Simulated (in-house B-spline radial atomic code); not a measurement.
A run on Dy that did not converge. Method: scalar-relativistic (X2C) PW91, spin-polarised, spherical fractional occupations, Fermi nucleus of rms radius 5.2218 fm; computed with a B-spline radial code for spherical atoms.

Command:
```bash
python run_scf.py task.json out
```
Settings (nuclear radius in fm, mass in u):
```
Z                66
configuration    [Xe] 4f9.875 6s2 6f0.125
hamiltonian      x2c
method           pw91,pw91
spin_polarised   True
nucleus          fermi
rms_radius       5.2218
atomic_mass      163.92918
speed_of_light   137.035999084
```

First and last ten iterations of the last attempt (damped for 15 steps, keeping 80 % of the old Fock matrix, then DIIS):
```
 iter        energy (Eh)    residual
    1      -12103.650746    7.77e-01
    2      -12110.169291    1.40e+00
    3      -12133.936785    8.92e-01
    4      -12146.728427    5.38e-01
    5      -12153.078284    3.42e-01
    6      -12155.966193    2.19e-01
    7      -12157.179968    1.43e-01
    8      -12157.671438    9.08e-02
    9      -12157.879862    6.07e-02
   10      -12157.979542    4.58e-02
  111      -12158.093973    3.28e-06
  112      -12158.093973    2.37e-06
  113      -12158.093972    1.68e-06
  114      -12158.093972    1.90e-06
  115      -12158.093973    3.81e-06
  116      -12158.093974    4.33e-06
  117      -12158.093973    2.27e-06
  118      -12158.093972    1.46e-06
  119      -12158.093972    1.18e-06
  120      -12158.093973    4.09e-06
 not converged after 120 iterations
```

The smallest residual met was 1.2e-06; the threshold is about 7e-07. Over the last five steps the energy moves by less than 3e-06 hartree, but the orbitals didn't meet the threshold. Run time, properties included: 8.6 s on 1 thread of Arm Neoverse V2, with other jobs on the host.
